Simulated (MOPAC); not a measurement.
MOPAC input (AM1):

```
AM1 PRECISE GNORM=0.05 LET XYZ CHARGE=1 GEO-OK AUX(PRECISION=9) THREADS=1
CClF2

F    -1.12166388 1   -0.97894471 1    0.01107268 1
C    -0.37832909 1    0.02860251 1    0.00230053 1
F    -0.96179234 1    1.13645859 1    0.00159634 1
Cl    1.23653415 1   -0.09348471 1   -0.00751908 1
```

What heat of formation does the run end on?

127.51 kcal/mol.
